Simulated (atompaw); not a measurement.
**What one change does to a pseudopotential (Tm, PAW (atompaw))**

| Item | Value |
| --- | --- |
| Element | thulium |
| Generator | atompaw 4.2.0.5 |
| Type | PAW |
| Functional | PBEsol |
| Relativity | scalar-relativistic |
| Frozen core | [Kr] |
| Valence charge | 33 |
| Reference configuration | 4d10 4f13 5s2 5p6 5d0 6s2 6p0 |
| Partial waves | 5s (bound): rc 2.05 bohr; 6s (bound): rc 2.05 bohr; 5p (bound): rc 2.45 bohr; 6p (bound, empty): rc 2.90 bohr; 4d (bound): rc 0.90 bohr; 5d (bound, empty): rc 2.90 bohr; 4f (bound): rc 1.30 bohr; 4f channel at 0.55 Ry: rc 1.30 bohr |
| Local potential | ultrasoft scheme with l = 4 at -0.5 Ry, radius 2.00 bohr |
| Core correction | smooth core density matched at 2.10 bohr |
| Augmentation charge | gaussian compensation charge, radius 2.20 bohr; PAW radius 2.90 bohr; waves and projectors: custom rrkj gramschmidtortho |

Change: waves 5s (bound); 6s (bound); 5p (bound); 6p (bound); 4d (bound); 5d (bound); 4f (bound); 4f channel at 0.55 Ry; augmentation gaussian compensation charge, radius 2.20 bohr; PAW radius 2.90 bohr; waves and projectors: bloechl.

Cutoffs: the cutoffs (Ry, on a coarse ladder) from which the occupation-weighted sum of valence levels, in a spherical-Bessel basis at the reference potential, stays within 10 and 1 mRy of its value at 400 Ry; they do not see the model core or the augmentation charge, which bear on the density cutoff.

Task: What does the change do?

Result: The range in which the s phases agree narrows (upper end 4.9 → 2.6); the range in which the p phases agree widens (upper end 0.4 → 4.8); neither file shows a bound ghost.

```tsv
quantity	base	changed
cutoff, loose	230 Ry	40 Ry
cutoff, tight	over 300 Ry	50 Ry
loose cutoff by channel (10 mRy a level)	s 12 Ry, p 12 Ry, d 140 Ry, f 80 Ry	s 18 Ry, p 21 Ry, d 25 Ry, f 25 Ry
bound ghosts	none	none
s: phases at 2.91 bohr within 0.05 rad from the reference energy up to (Ry; the scan ends near 5)	4.9	2.6
p: phases at 2.91 bohr within 0.05 rad from the reference energy up to (Ry; the scan ends near 5)	0.4	4.8
d: phases at 2.91 bohr within 0.05 rad from the reference energy up to (Ry; the scan ends near 5)	1.2	1.1
f: phases at 2.91 bohr within 0.05 rad from the reference energy up to (Ry; the scan ends near 5)	to the end of the scan	1.6
lowest overlap eigenvalue by channel	s 0.04, p 0.62, d 1.00, f 1.00	s 0.45, p 0.76, d 1.00, f 0.93
```

 The cutoffs see the waves, projectors and local potential, not the compensation charge or the core.
